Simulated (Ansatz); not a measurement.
Born–Oppenheimer molecular dynamics of H6S2Si2 (10 atoms, charge 0, multiplicity 1). It starts at the highest image of a converged band. Of that band: Neighbouring images differ by up to 1.8 eV, so the band resolves the path poorly. A vibrational analysis at the climbing image gives one clearly imaginary mode, 1435i cm⁻¹: a first-order saddle point.

Method: RHF/cc-pVDZ (Ansatz).

```
ensemble                      : NVE (velocity Verlet)
time step                     : 0.5 fs
steps asked                   : 200
starting velocities drawn for : 100 K
seed                          : 7880
```

First frame:

```xyz
10
Properties=species:S:1:pos:R:3
Si -0.520 -0.316 -0.760
S 1.267 1.032 -1.576
S 0.403 -2.010 -1.497
H 1.354 -0.473 -1.903
H -1.646 0.296 -1.510
Si -0.704 0.074 1.573
H 2.062 0.948 -0.498
H -1.125 1.477 1.833
H 0.622 -0.169 2.200
H -1.712 -0.860 2.138
```

**Question.** How far do the bonds stretch over the last three quarters of this one trajectory? (Pairs bonded in most of those frames.)

**Answer.** 
```json
{"bond": "Si1–S2", "mean (Å)": "2.229", "spread (Å)": "0.144", "shortest": "2.02", "longest": "2.44"}
{"bond": "Si1–S3", "mean (Å)": "2.240", "spread (Å)": "0.097", "shortest": "2.08", "longest": "2.37"}
{"bond": "Si1–H5", "mean (Å)": "1.486", "spread (Å)": "0.021", "shortest": "1.45", "longest": "1.52"}
{"bond": "Si1–Si6", "mean (Å)": "2.375", "spread (Å)": "0.032", "shortest": "2.33", "longest": "2.42"}
{"bond": "S2–H7", "mean (Å)": "1.343", "spread (Å)": "0.002", "shortest": "1.34", "longest": "1.35"}
{"bond": "S3–H4", "mean (Å)": "1.430", "spread (Å)": "0.180", "shortest": "1.14", "longest": "1.67"}
{"bond": "Si6–H8", "mean (Å)": "1.488", "spread (Å)": "0.014", "shortest": "1.47", "longest": "1.51"}
{"bond": "Si6–H9", "mean (Å)": "1.489", "spread (Å)": "0.016", "shortest": "1.46", "longest": "1.51"}
{"bond": "Si6–H10", "mean (Å)": "1.490", "spread (Å)": "0.019", "shortest": "1.46", "longest": "1.52"}
```

Mean temperature of the second half: 1099 K. The conserved energy stayed within 1.4 meV per atom of its start (net change -1.2 meV per atom), so the integration is sound. The kinetic energy rose, since the run started high on the potential surface and went downhill. A run of 0.1 ps of so small a system gives no equilibrium averages. The orbitals stay closed-shell, which can raise the energy where a bond breaks towards radicals; this wasn't checked here.

The run took 2.5 min on 2 threads of AMD EPYC 9R45 (Zen 5), on a shared host, peak memory 0.24 GiB.
